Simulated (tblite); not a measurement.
Compound: C7H6F2 (charge +1 and doublet state).
Atom-mapped SMILES: `[CH3:1][C:2]1=[CH:3][C:4]([F:5])=[C:6]([F:7])[CH:8][CH+:9]1` (hydrogens: H10, H11, H12 on C1; H13 on C3; H14 on C8; H15 on C9)

The geometry is computed with GFN2-xTB (gas phase). This method treats the open shell by occupation alone, without spin polarisation.

**Question.** What internal coordinates does the optimisation give?

**Answer.** 
| bond | length (Å) |
| --- | --- |
| C1–C2 | 1.461 |
| C2=C3 | 1.403 |
| C3–C4 | 1.375 |
| C4–F5 | 1.313 |
| C4=C6 | 1.432 |
| C6–F7 | 1.304 |
| C6–C8 | 1.400 |
| C8–C9 | 1.371 |
| C2–C9 | 1.432 |
| C1–H10 | 1.086 |
| C1–H11, C1–H12 | 1.097 |
| C3–H13 | 1.081 |
| C8–H14 | 1.080 |
| C9–H15 | 1.081 |

Bonds in one row agree within 0.01 Å and their mean is given. A selection of angles:
| angle | degrees |
| --- | --- |
| C2–C1–H10 | 113.0 |
| C2–C1–H11 | 110.5 |
| H10–C1–H11 | 109.8 |
| H11–C1–H12 | 102.9 |
| C1–C2–C3 | 121.6 |
| C1–C2–C9 | 119.4 |
| C3–C2–C9 | 119.0 |
| C2–C3–C4 | 120.0 |
| C2–C3–H13 | 120.9 |
| C4–C3–H13 | 119.1 |
| C3–C4–F5 | 121.2 |
| C3–C4–C6 | 120.3 |
| F5–C4–C6 | 118.5 |
| C4–C6–F7 | 119.3 |
| C4–C6–C8 | 120.1 |
| F7–C6–C8 | 120.6 |
| C6–C8–C9 | 119.1 |
| C6–C8–H14 | 118.9 |
| C9–C8–H14 | 122.0 |
| C8–C9–H15 | 119.8 |
| C2–C9–C8 | 121.4 |
| C2–C9–H15 | 118.8 |

Dihedral angles: C1–C2–C3–C4 180° (antiperiplanar); C2–C3–C4–F5 180° (antiperiplanar); C3–C4–C6–F7 180° (antiperiplanar); C4–C6–C8–C9 0° (synperiplanar); C6–C8–C9–C2 0° (synperiplanar); C1–C2–C9–C8 180° (antiperiplanar).

C9 (carbon bonded to 2 C and H) is planar (angles 121.4°, 119.8° and 118.8°, sum 360.0°, 0.00 Å off the plane of its three neighbours). C3 (carbon bonded to 2 C and H) is planar (angles 120.9°, 120.0° and 119.1°, sum 360.0°, 0.00 Å off the plane of its three neighbours). C6 (carbon bonded to 2 C and F) is planar (angles 120.6°, 120.1° and 119.3°, sum 360.0°, 0.00 Å off the plane of its three neighbours). C8 (carbon bonded to 2 C and H) is planar (angles 122.0°, 119.1° and 118.9°, sum 360.0°, 0.00 Å off the plane of its three neighbours). The 6-membered ring C2–C3–C4–C6–C8–C9 has internal angles of 119.0° to 121.4° (sum 720°, against 720° for a flat polygon); it is planar, 0.00 Å rms from its mean plane, widest ring torsion 0°. Of the pairs four or more bonds apart, H10···H13 is among the closest relative to their van der Waals radii: 2.41 Å, 101 % of the sum of Bondi's values. C2 (carbon bonded to 3 C) is planar (angles 121.6°, 119.4° and 119.0°, sum 360.0°, 0.00 Å off the plane of its three neighbours).

Point group: Cs (every atom within 0.08 Å of its image). Its GFN2-xTB frequencies are all real (lowest 68 cm⁻¹).

On an Arm Neoverse V1 with one thread, on a shared host, this took 0.16 s wall. This is the geometry optimisation.
